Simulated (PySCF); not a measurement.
Compound: C6H5F.
SMILES with atom numbers: `[F:1][C:2]1=[CH:3][C@@H:4]2[CH:5]=[CH:6][C@H:7]12` (hydrogens: H8 on C3; H9 on C4; H10 on C5; H11 on C6; H12 on C7)

Method: PySCF 2.14.0, PBE0-D3(BJ)/def2-SVP geometry optimisation, gas phase; density fitting, grid level 1; the optimiser is geomeTRIC in internal coordinates, started from a GFN2-xTB structure with every atom displaced at random (about 0.01 Å).

Step 0: E = -9000.2810 eV
```
atom  x, y, z in Å  |  force x, y, z in eV/Å
F1      1.1873    2.5864   -0.2926   -0.173  -0.001  -0.056
C2      0.9836    1.3002   -0.0888    0.167   0.786   0.472
C3      1.5507    0.2008   -0.5515    1.974  -0.356  -0.792
C4      0.6572   -0.6900    0.2274   -1.744   0.070  -0.470
C5     -0.6976   -0.9606   -0.4762    0.580   0.965   1.267
C6     -1.2704    0.1653   -0.0262    0.659  -0.713   0.286
C7     -0.0380    0.6123    0.7544   -0.528   0.200  -0.372
H8      2.3766   -0.0110   -1.2378   -0.192   0.064  -0.036
H9      1.0410   -1.4458    0.9014    0.308  -0.262   0.401
H10    -0.9961   -1.7573   -1.1038   -0.468  -0.977  -0.889
H11    -2.2268    0.6324   -0.1551   -0.670   0.311  -0.159
H12    -0.1440    0.8815    1.8059    0.087  -0.088   0.347
```

Step 1: E = -9000.4208 eV
```
atom  x, y, z in Å  |  force x, y, z in eV/Å
F1      1.1956    2.5988   -0.2820    0.065   0.078   0.007
C2      1.0251    1.3107   -0.0748   -0.141  -0.053  -0.055
C3      1.6229    0.2088   -0.5417   -0.239  -0.069   0.045
C4      0.6287   -0.6799    0.2014    0.074  -0.011   0.083
C5     -0.7152   -0.9716   -0.4577    0.054  -0.228  -0.202
C6     -1.2923    0.1525   -0.0147   -0.044   0.147  -0.033
C7     -0.0483    0.6302    0.7238    0.011   0.000   0.149
H8      2.4141    0.0014   -1.2566    0.119  -0.008  -0.053
H9      1.0305   -1.4069    0.9271   -0.059   0.066  -0.049
H10    -1.0443   -1.7916   -1.1120    0.049   0.179   0.139
H11    -2.2731    0.6187   -0.1580    0.085  -0.065   0.016
H12    -0.1204    0.8433    1.8025    0.027  -0.035  -0.047
```

Step 2: E = -9000.4214 eV
```
atom  x, y, z in Å  |  force x, y, z in eV/Å
F1      1.1853    2.5948   -0.2914   -0.006   0.025   0.006
C2      1.0100    1.3068   -0.0789    0.123  -0.019   0.036
C3      1.6048    0.2035   -0.5472    0.047   0.012   0.061
C4      0.6294   -0.6826    0.2169    0.013   0.036  -0.120
C5     -0.7032   -0.9666   -0.4633   -0.063  -0.050   0.082
C6     -1.2806    0.1584   -0.0189   -0.084  -0.072   0.043
C7     -0.0468    0.6263    0.7402   -0.025   0.022  -0.070
H8      2.3957   -0.0045   -1.2677    0.000   0.009   0.017
H9      1.0293   -1.4070    0.9420   -0.002  -0.001  -0.028
H10    -1.0277   -1.7765   -1.1222    0.003   0.028   0.004
H11    -2.2567    0.6250   -0.1702   -0.004  -0.003  -0.006
H12    -0.1160    0.8367    1.8180   -0.002   0.011  -0.025
```

Question: Estimate the geometry and energy of step 3. (The exact step hangs on the optimiser's Hessian estimate; all steps are aligned on step 2, rigid shifts and turns removed.)

Answer: E = -9000.4245 eV, largest force 0.066 eV/Å
```
atom  x, y, z in Å  |  force x, y, z in eV/Å
F1      1.1954    2.5979   -0.2851    0.001   0.002   0.009
C2      1.0158    1.3091   -0.0783    0.023  -0.002   0.010
C3      1.6103    0.2056   -0.5457    0.015  -0.013  -0.003
C4      0.6283   -0.6806    0.2094    0.007   0.029  -0.059
C5     -0.7084   -0.9698   -0.4610   -0.010   0.001   0.041
C6     -1.2867    0.1549   -0.0173   -0.002  -0.026   0.017
C7     -0.0482    0.6284    0.7328   -0.018   0.013  -0.033
H8      2.4057   -0.0018   -1.2617   -0.001   0.009   0.023
H9      1.0283   -1.4049    0.9337    0.001  -0.009   0.005
H10    -1.0352   -1.7815   -1.1148   -0.008  -0.006  -0.014
H11    -2.2649    0.6178   -0.1646   -0.012   0.000  -0.001
H12    -0.1171    0.8393    1.8099    0.004   0.000   0.005
```

The energy changes by -0.0031 eV. The first-order estimate −F·Δx gives -0.0047 eV and the mean of the old and new forces, exact on a quadratic surface, -0.0031 eV. The step makes an angle of 58° with the force vector and moves no atom by more than 0.012 Å.

What follows is the cost of the whole optimisation. Time: 57 s wall; peak memory 0.52 GiB. Hardware: an Arm Neoverse N1 with one thread, no GPU, shared host with 64 logical CPUs at a one-minute load of 61.
